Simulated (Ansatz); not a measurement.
CH6AlNO2Si (`[OH][Al]1[NH]CO[SiH2]1`). Total charge 0; spin multiplicity 1. The structure was optimised at the PBE0-D4/def2-TZVP level. It is one conformer, not always the lowest.

```xyz
12

O     0.751   -2.861   -0.543
Al    0.189   -1.298   -0.231
N     1.157    0.190   -0.084
C     0.516    1.460    0.187
O    -0.881    1.359    0.310
Si   -1.796   -0.026    0.175
H     1.659   -3.126   -0.677
H     2.157    0.297   -0.167
H     0.896    1.893    1.124
H     0.721    2.178   -0.620
H    -2.802    0.159   -0.909
H    -2.568   -0.225    1.435
```

What is the dipole moment at PBE/def2-TZVPP? (An estimate is asked.)

Computed: 2.99 D, with components (2.96, -0.25, -0.34) D in this frame, pointing from negative to positive charge.

And with r2SCAN, B3LYP, ωB97M-V? (An estimate is asked.)

The calculation gave: r2SCAN 3.07 D, B3LYP 3.01 D, ωB97M-V 3.05 D.

Give the Mulliken charges with PBE, B3LYP, ωB97M-V in def2-TZVPP. (Estimate.)

Ansatz gave: 
```json
{"atom": "O1", "PBE": "-0.37", "B3LYP": "-0.41", "ωB97M-V": "-0.39"}
{"atom": "Al2", "PBE": "0.36", "B3LYP": "0.44", "ωB97M-V": "0.44"}
{"atom": "N3", "PBE": "-0.28", "B3LYP": "-0.32", "ωB97M-V": "-0.31"}
{"atom": "C4", "PBE": "0.07", "B3LYP": "0.12", "ωB97M-V": "0.06"}
{"atom": "O5", "PBE": "-0.31", "B3LYP": "-0.39", "ωB97M-V": "-0.37"}
{"atom": "Si6", "PBE": "0.20", "B3LYP": "0.28", "ωB97M-V": "0.21"}
{"atom": "H7", "PBE": "0.17", "B3LYP": "0.17", "ωB97M-V": "0.16"}
{"atom": "H8", "PBE": "0.12", "B3LYP": "0.10", "ωB97M-V": "0.08"}
{"atom": "H9", "PBE": "0.09", "B3LYP": "0.09", "ωB97M-V": "0.11"}
{"atom": "H10", "PBE": "0.09", "B3LYP": "0.09", "ωB97M-V": "0.11"}
{"atom": "H11", "PBE": "-0.07", "B3LYP": "-0.09", "ωB97M-V": "-0.05"}
{"atom": "H12", "PBE": "-0.07", "B3LYP": "-0.09", "ωB97M-V": "-0.05"}
```

B3LYP here is the variant with VWN-RPA as its local correlation; programs differ in this.
